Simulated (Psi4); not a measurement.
F2Zn, charge -1, doublet, geometry from GFN2-xTB (such geometries of metal compounds can be far from the true shape) (a state made from the parent by changing its charge; the spin is typed, not shown lowest) (a gas-phase anion, which may not be bound at this level); PBE/6-31G* run with Psi4.

Here is a job for Psi4.
```
memory 2 GB

molecule mol {
-1 2
Zn    0.155331    0.307633    0.313275
F    -0.496055    0.686220   -1.581878
F    -0.021715   -1.711663    0.537628
}

set {
  basis 6-31g*
  reference uks
  scf_type pk
  puream true
  d_convergence 1e-8
  dft_radial_points 99
  dft_spherical_points 590
}

energy('pbe')
print_variables()
```

Q: Predict the main parts of the log of this Psi4 run.

A: 
```
   => Loading Basis Set <=

    Name: 6-31G*
    Role: ORBITAL
    Keyword: BASIS

         ---------------------------------------------------------
                                   SCF
               by Justin Turney, Rob Parrish, Andy Simmonett
                          and Daniel G. A. Smith
                              UKS Reference
         ---------------------------------------------------------

  ==> Geometry <==

    Molecular point group: cs
    Full point group: Cs

    Geometry (in Angstrom), charge = -1, multiplicity = 2:

       Center              X                  Y                   Z               Mass
    ------------   -----------------  -----------------  -----------------  -----------------
         ZN          -0.345640598773     0.308039890637     0.000000000000    63.929142010000
         F            1.657811159752     0.689376726303     0.000000000000    18.998403162730
         F           -0.494739361868    -1.725923100468     0.000000000000    18.998403162730

  Running in cs symmetry.

  Rotational constants: A =      0.45859  B =      0.16954  C =      0.12378 [cm^-1]
  Rotational constants: A =  13748.17394  B =   5082.78538  C =   3710.85808 [MHz]
  Nuclear repulsion =  153.364778492812746

  Charge       = -1
  Multiplicity = 2
  Electrons    = 49
  Nalpha       = 25
  Nbeta        = 24

  ==> Algorithm <==

  SCF Algorithm Type is PK.
  DIIS enabled.
  MOM disabled.
  Fractional occupation disabled.
  Guess Type is SAD.
  Energy threshold   = 1.00e-06
  Density threshold  = 1.00e-08
  Integral threshold = 1.00e-12

  ==> Primary Basis <==

  Basis Set: 6-31G*
    Blend: 6-31G*
    Number of shells: 24
    Number of basis functions: 62
    Number of Cartesian functions: 69
    Spherical Harmonics?: true
    Max angular momentum: 3

  ==> DFT Potential <==

   => LibXC <=

    Version 7.1.2
    S. Lehtola, C. Steigemann, M. J. T. Oliveira, and M. A. L. Marques,  SoftwareX 7, 1–5 (2018) (10.1016/j.softx.2017.11.002)

   => Composite Functional: PBE <=

    PBE GGA Exchange-Correlation Functional

    J.P. Perdew et. al., Phys. Rev. Lett., 77(18), 3865-3868, 1996

    Deriv               =              1
    GGA                 =           TRUE
    Meta                =          FALSE

    Exchange Hybrid     =          FALSE
    MP2 Hybrid          =          FALSE

   => Exchange Functionals <=

    1.0000     XC_GGA_X_PBE

   => Correlation Functionals <=

    1.0000     XC_GGA_C_PBE

   => LibXC Density Thresholds  <==

    XC_GGA_C_PBE:  1.00E-12
    XC_GGA_X_PBE:  1.00E-15

   => Molecular Quadrature <=

    Radial Scheme          =       TREUTLER
    Pruning Scheme         =           NONE
    Nuclear Scheme         =       TREUTLER

    Blocking Scheme        =         OCTREE
    BS radius alpha        =              1
    Pruning alpha          =              1
    Radial Points          =             99
    Spherical Points       =            590
    Total Points           =         169155
    Total Blocks           =           1321
    Max Points             =            256
    Max Functions          =             61
    Weights Tolerance      =       1.00E-15

  ==> Integral Setup <==

  Using in-core PK algorithm.
   Calculation information:
      Number of atoms:                   3
      Number of AO shells:              24
      Number of primitives:             73
      Number of atomic orbitals:        69
      Number of basis functions:        62

      Integral cutoff                 1.00e-12
      Number of threads:                 1

  Performing in-core PK
  Using 3816162 doubles for integral storage.
  We computed 39907 shell quartets total.
  Whereas there are 45150 unique shell quartets.

  ==> DiskJK: Disk-Based J/K Matrices <==

    J tasked:                  Yes
    K tasked:                   No
    wK tasked:                  No
    Schwarz Cutoff:          1E-12

  Minimum eigenvalue in the overlap matrix is 1.2478717542E-01.
[...]
    NA   [    19,    6 ]
    NB   [    19,    5 ]

   @UKS iter   1: -1976.03084907961806   -1.09658e+00   6.35885e-02 ADIIS/DIIS
    Occupation by irrep:
             Ap   App
    DOCC [    18,    6 ]
    SOCC [     1,    0 ]
    NA   [    19,    6 ]
    NB   [    18,    6 ]

   @UKS iter   2: -1937.98715317807932    3.80437e+01   1.06393e-01 ADIIS
   @UKS iter   3: -1977.35704305124591   -3.93699e+01   4.69699e-02 ADIIS/DIIS
   @UKS iter   4: -1978.27532907668683   -9.18286e-01   9.23813e-03 ADIIS/DIIS
   @UKS iter   5: -1978.31106434685989   -3.57353e-02   1.49850e-03 ADIIS/DIIS
   @UKS iter   6: -1978.31151654049995   -4.52194e-04   1.08580e-03 ADIIS/DIIS
   @UKS iter   7: -1978.31250538479662   -9.88844e-04   3.28977e-04 ADIIS/DIIS
   @UKS iter   8: -1978.31259236147935   -8.69767e-05   4.19983e-05 DIIS
   @UKS iter   9: -1978.31259344796786   -1.08649e-06   5.06847e-06 DIIS
   @UKS iter  10: -1978.31259347407627   -2.61084e-08   2.14158e-06 DIIS
   @UKS iter  11: -1978.31259347384321    2.33058e-10   2.29886e-06 DIIS
   @UKS iter  12: -1978.31259347863897   -4.79577e-09   2.17047e-07 DIIS
   @UKS iter  13: -1978.31259347868195   -4.29736e-11   3.16965e-08 DIIS
   @UKS iter  14: -1978.31259347868763   -5.68434e-12   1.59094e-09 DIIS
  Energy and wave function converged.

  ==> Post-Iterations <==

   Electrons on quadrature grid:
      Nalpha   =   25.0000107673 ; deviation = 1.077e-05
      Nbeta    =   24.0000107119 ; deviation = 1.071e-05
      Ntotal   =   49.0000214792 ; deviation = 2.148e-05

   @Spin Contamination Metric:   1.273655649E-03
   @S^2 Expected:                7.500000000E-01
   @S^2 Observed:                7.512736556E-01
   @S   Expected:                5.000000000E-01
   @S   Observed:                5.000000000E-01

    Orbital Energies [Eh]
    ---------------------

    Alpha Occupied:

[...]
      19Ap     0.040823

    Alpha Virtual:

[...]
      43Ap     3.069572

    Beta Occupied:

[...]
    Beta Virtual:

[...]
    Final Occupation by Irrep:
             Ap   App
    DOCC [    18,    6 ]
    SOCC [     1,    0 ]
    NA   [    19,    6 ]
    NB   [    18,    6 ]

  @UKS Final Energy: -1978.31259347868763

   => Energetics <=

    Nuclear Repulsion Energy =            153.3647784928127464
    One-Electron Energy =               -3080.7029013207020398
    Two-Electron Energy =                1040.9380783590422652
    DFT Exchange-Correlation Energy =     -91.9125490098404327
    Empirical Dispersion Energy =           0.0000000000000000
    VV10 Nonlocal Energy =                  0.0000000000000000
    Total Energy =                      -1978.3125934786876314

  UHF NO Occupations:
  HONO-2 :    6App 1.9997999
  HONO-1 :   18 Ap 1.9997217
  HONO-0 :   19 Ap 1.0000000
  LUNO+0 :   20 Ap 0.0002783
  LUNO+1 :    7App 0.0002001
  LUNO+2 :   21 Ap 0.0000921
  LUNO+3 :   22 Ap 0.0000182

Computation Completed

Properties will be evaluated at   0.000000,   0.000000,   0.000000 [a0]

Properties computed using the SCF density matrix

 Multipole Moments:

 ------------------------------------------------------------------------------------
     Multipole            Electronic (a.u.)      Nuclear  (a.u.)        Total (a.u.)
 ------------------------------------------------------------------------------------

 L = 1.  Multiply by 2.5417464519 to convert [e a0] to [Debye]
 Dipole X            :         -0.6204363            0.1860024           -0.4344339
 Dipole Y            :          0.5529415           -0.1657680            0.3871735
 Dipole Z            :          0.0000000            0.0000000            0.0000000
 Magnitude           :                                                    0.5819245

 ------------------------------------------------------------------------------------

  Variable Map:
  ----------------------------------------------------------------------------
[...]
  Array Variable Map:
  ----------------------------------------------------------------------------
[...]
[...]
```
